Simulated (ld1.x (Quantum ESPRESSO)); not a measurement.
Scattering properties, TM potential for Ba (Z = 56)

Ba (Z = 56), norm-conserving Troullier–Martins (Kleinman–Bylander form), made with ld1.x (Quantum ESPRESSO) 7.5 (LDA (PZ), scalar-relativistic). Core [Kr] 4d10 5s2, reference 5p6 5d0 6s1.75 6p0.25. Waves: 6s (bound): rc 3.45 bohr; 5p (bound): rc 3.30 bohr; 5d (bound, empty): rc 3.65 bohr. Local part: all-electron potential smoothed inside 2.95 bohr (lloc = -1). Core correction: Bessel-smoothed model core, default radius (core density twice the valence density).

Occupied shells without a wave of their own: 6p. They enter only through the test configuration that unscreens the potential, and ld1.x also counts them in the model core charge.

The phase is arctan(r·u′/u) with u = r·R(r), unwrapped; energies in Ry, scanned from -3 to 5 Ry. A pole is an energy at which the radial function vanishes at the test radius. The pseudo phase is shifted by a multiple of π to meet the all-electron one at the reference energy, and phase errors are pseudo minus all-electron; the curves can meet again beyond the range given. Levels narrower than the energy grid can be missing from the lists of poles. n/a: not evaluated, since a narrow level or a reset projector energy made the automatic matching unsafe.

For each channel, where are the poles, and over which energies does the pseudopotential scatter like the atom?

| channel | radius (bohr) | reference energy (Ry) | poles, all-electron | poles, pseudo | unbroken range about the reference energy with phases within 0.05 rad | phase error 1 Ry above the reference energy (rad) |
| --- | --- | --- | --- | --- | --- | --- |
| s | 3.93 | -0.26 | -2.49, 0.98 | 0.83, 3.09 | n/a | n/a |
| p | 3.93 | -1.40 | -1.35, 1.74 | -1.35, 1.24, 4.67 | below -0.3 | -0.025 |
| d | 3.93 | -0.17 | 0.19, 3.18 | 0.19, 3.00 | below 1.2 | -0.005 |

Note: ghost state, extra bound levels that the all-electron valence spectrum of the same l lacks: s at -21.6 eV. A true bound ghost makes a file unfit for plane-wave use. ld1.x takes every shell without a wave as core, so the model core holds the 6p electrons as well and exchange and correlation see them twice. This cancels in the reference configuration, but the file is broken for other ones, and its errors say nothing about a proper core correction.

Phases in the s channel:

```json
{"E (Ry)": "-3.00", "all-electron": "1.400", "pseudo": "1.406"}
{"E (Ry)": "-2.52", "all-electron": "0.306", "pseudo": "1.385"}
{"E (Ry)": "-2.04", "all-electron": "-1.769", "pseudo": "1.354"}
{"E (Ry)": "-1.56", "all-electron": "-1.817", "pseudo": "-1.729"}
{"E (Ry)": "-1.08", "all-electron": "-1.902", "pseudo": "-1.902"}
{"E (Ry)": "-0.60", "all-electron": "-2.152", "pseudo": "-2.154"}
{"E (Ry)": "-0.12", "all-electron": "-3.657", "pseudo": "-3.660"}
{"E (Ry)": "0.36", "all-electron": "-4.512", "pseudo": "-4.526"}
{"E (Ry)": "0.84", "all-electron": "-4.683", "pseudo": "-4.714"}
{"E (Ry)": "1.32", "all-electron": "-4.770", "pseudo": "-4.857"}
{"E (Ry)": "1.80", "all-electron": "-4.852", "pseudo": "-5.535"}
{"E (Ry)": "2.28", "all-electron": "-4.987", "pseudo": "-7.636"}
{"E (Ry)": "2.76", "all-electron": "-5.515", "pseudo": "-7.803"}
{"E (Ry)": "3.24", "all-electron": "-7.301", "pseudo": "-7.872"}
{"E (Ry)": "3.72", "all-electron": "-7.651", "pseudo": "-7.929"}
{"E (Ry)": "4.20", "all-electron": "-7.753", "pseudo": "-8.006"}
{"E (Ry)": "4.68", "all-electron": "-7.805", "pseudo": "-8.190"}
```
